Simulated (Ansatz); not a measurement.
Born–Oppenheimer molecular dynamics of CH₁₁N₃Si₂ (17 atoms, charge 0, multiplicity 1). It starts from a relaxed structure.

Theory: UKS BLYP-D4/STO-3G in Ansatz 0.2.0.

```yaml
ensemble: NVT, Langevin thermostat
time_step: 0.5 fs
steps_asked: 136
set_temperature: 300 K
friction: 0.05 /fs
seed: 465168
```

First frame:

```xyz
17
Properties=species:S:1:pos:R:3
C 0.257 -1.705 -1.933
Si 0.787 -1.363 -0.148
Si -0.115 0.587 0.607
N 0.838 1.224 2.012
N -0.101 1.821 -0.722
N -1.828 0.314 1.132
H 0.590 -0.899 -2.612
H 0.688 -2.654 -2.303
H -0.843 -1.783 -2.018
H 2.242 -1.302 -0.087
H 0.363 -2.473 0.696
H 1.855 1.308 1.692
H 0.574 2.254 2.139
H -0.610 1.389 -1.558
H -0.779 2.602 -0.446
H -2.121 1.150 1.732
H -1.816 -0.471 1.858
```

(1) How far do the bonds stretch over the last three quarters of this one trajectory? (Pairs bonded in most of those frames.)

Answers

(1) 
```json
{"bond": "C1–Si2", "mean (Å)": "1.907", "spread (Å)": "0.015", "shortest": "1.88", "longest": "1.93"}
{"bond": "C1–H7", "mean (Å)": "1.110", "spread (Å)": "0.027", "shortest": "1.06", "longest": "1.16"}
{"bond": "C1–H8", "mean (Å)": "1.110", "spread (Å)": "0.013", "shortest": "1.08", "longest": "1.13"}
{"bond": "C1–H9", "mean (Å)": "1.114", "spread (Å)": "0.037", "shortest": "1.06", "longest": "1.18"}
{"bond": "Si2–Si3", "mean (Å)": "2.271", "spread (Å)": "0.021", "shortest": "2.24", "longest": "2.32"}
{"bond": "Si2–H10", "mean (Å)": "1.456", "spread (Å)": "0.019", "shortest": "1.42", "longest": "1.49"}
{"bond": "Si2–H11", "mean (Å)": "1.458", "spread (Å)": "0.018", "shortest": "1.42", "longest": "1.49"}
{"bond": "Si3–N4", "mean (Å)": "1.804", "spread (Å)": "0.034", "shortest": "1.77", "longest": "1.86"}
{"bond": "Si3–N5", "mean (Å)": "1.813", "spread (Å)": "0.020", "shortest": "1.78", "longest": "1.86"}
{"bond": "Si3–N6", "mean (Å)": "1.803", "spread (Å)": "0.018", "shortest": "1.78", "longest": "1.84"}
{"bond": "N4–H12", "mean (Å)": "1.071", "spread (Å)": "0.019", "shortest": "1.03", "longest": "1.10"}
{"bond": "N4–H13", "mean (Å)": "1.074", "spread (Å)": "0.023", "shortest": "1.03", "longest": "1.12"}
{"bond": "N5–H14", "mean (Å)": "1.067", "spread (Å)": "0.019", "shortest": "1.02", "longest": "1.11"}
{"bond": "N5–H15", "mean (Å)": "1.076", "spread (Å)": "0.037", "shortest": "0.99", "longest": "1.14"}
{"bond": "N6–H16", "mean (Å)": "1.073", "spread (Å)": "0.020", "shortest": "1.04", "longest": "1.11"}
{"bond": "N6–H17", "mean (Å)": "1.074", "spread (Å)": "0.028", "shortest": "1.01", "longest": "1.12"}
```

Mean temperature of the second half: 317 K. A run of 0.068 ps of so small a system gives no equilibrium averages. Limits of this set-up: minimal basis.

Run time: 14 min on 1 thread of Arm Neoverse V1, on a shared host, peak memory 0.14 GiB.
